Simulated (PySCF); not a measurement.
C6H15Ga, SMILES [CH3][Ga]([CH3])[C](C)(C)C, GFN2-xTB optimised geometry.

```
22

Ga     0.25     0.63     0.00
C     -0.80     2.41     0.00
H     -0.12     3.25    -0.17
H     -1.30     2.57     0.96
H     -1.56     2.43    -0.78
C      2.30     0.63     0.00
H      2.71     0.10    -0.87
H      2.71     0.14     0.89
H      2.69     1.66    -0.02
C     -0.80    -1.19    -0.02
C     -1.12    -1.58    -1.46
C      0.06    -2.28     0.62
C     -2.11    -1.02     0.76
H     -1.68    -2.52    -1.50
H     -0.21    -1.70    -2.04
H     -1.73    -0.81    -1.94
H      1.02    -2.36     0.09
H      0.27    -2.04     1.66
H     -0.44    -3.25     0.58
H     -1.90    -0.79     1.81
H     -2.70    -0.21     0.34
H     -2.71    -1.94     0.72
```

Density from PySCF 2.14.0 with PBE0/def2-SVP at that geometry.

Minimum of the electron density along straight lines between bonded atoms, close to the bond critical point (lines longer than 1.1 times the sum of covalent radii, or with two minima, are not listed):

| bond | length / Å | ρ at the minimum / e bohr⁻³ | ∇²ρ there / e bohr⁻⁵ | position (fraction from the first atom) |
|---|---|---|---|---|
| Ga1–C2 | 2.058 | 0.099 | 0.12 | 0.47 |
| C2–H3 | 1.093 | 0.268 | -0.94 | 0.62 |
| C2–H4 | 1.093 | 0.266 | -0.93 | 0.62 |
| C2–H5 | 1.093 | 0.267 | -0.93 | 0.62 |
| Ga1–C6 | 2.058 | 0.099 | 0.12 | 0.47 |
| C6–H7 | 1.093 | 0.266 | -0.93 | 0.62 |
| C6–H8 | 1.093 | 0.267 | -0.93 | 0.62 |
| C6–H9 | 1.093 | 0.268 | -0.94 | 0.62 |
| Ga1–C10 | 2.102 | 0.096 | [?] | 0.46 |
| C10–C11 | 1.531 | 0.240 | -0.53 | 0.49 |
| C10–C12 | 1.529 | 0.242 | -0.54 | 0.50 |
| C10–C13 | 1.529 | 0.242 | -0.54 | 0.50 |
| C11–H14 | 1.093 | 0.272 | -0.98 | 0.62 |
| C11–H15 | 1.092 | 0.273 | -0.98 | 0.62 |
| C11–H16 | 1.092 | 0.273 | -0.98 | 0.62 |
| C12–H17 | 1.092 | 0.274 | -0.99 | 0.62 |
| C12–H18 | 1.092 | 0.273 | -0.98 | 0.62 |
| C12–H19 | 1.092 | 0.273 | -0.98 | 0.62 |
| C13–H20 | 1.092 | 0.273 | -0.98 | 0.62 |
| C13–H21 | 1.092 | 0.274 | -0.99 | 0.62 |
| C13–H22 | 1.092 | 0.273 | -0.98 | 0.62 |

Question: Some entries are withheld; supply them.

Answer: 
- Ga1–C10, ∇²ρ there / e bohr⁻⁵: 0.08
